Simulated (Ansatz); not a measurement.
BH5Si (SMILES B[SiH3]) moved off its minimum; all values from Ansatz (a program for electronic structure), cores frozen in correlated methods.
(charge 0, multiplicity 1)
```xyz
7

B     -0.72882    -1.22954     0.16266
H     -0.27929    -2.12788     0.77752
H     -1.85598    -1.35132    -0.29342
Si     0.33288     0.47134    -0.06261
H     -0.08991     1.33077     1.11054
H     -0.05033     1.21381    -1.30813
H      1.76418     0.28560    -0.06566
```

| level | largest force (eV/Å) | on atom | rms difference from CCSD(T)/cc-pV(T+d)Z (eV/Å) | dipole (D) |
|---|---|---|---|---|
| HF/def2-TZVPP | 1.38 | Si4 | 0.109 | 0.49 |
| PBE/def2-TZVPP | 1.28 | Si4 | 0.153 | 0.29 |
| r2SCAN/def2-TZVPP | 1.27 | Si4 | 0.078 | 0.33 |
| B3LYP/def2-TZVPP | 1.25 | Si4 | 0.042 | 0.36 |
| wB97M-V/def2-TZVPP | 1.27 | Si4 | 0.061 | 0.39 |
| MP2/cc-pV(T+d)Z | 1.29 | Si4 | 0.061 | 0.42 |
| CCSD(T)/cc-pV(T+d)Z | 1.26 | Si4 | 0.000 | 0.39 |

The differences count from one level among others, with limits of its own. Forces at CCSD(T)/cc-pV(T+d)Z (eV/Å):

```
atom      Fx      Fy      Fz
----  ------  ------  ------
B1    -0.563   0.161  -0.462
H2     0.062  -0.347   0.219
H3     0.576   0.077   0.268
Si4   -1.152   0.503  -0.062
H5     0.229  -0.197  -0.276
H6     0.101  -0.113   0.220
H7     0.748  -0.084   0.092
```
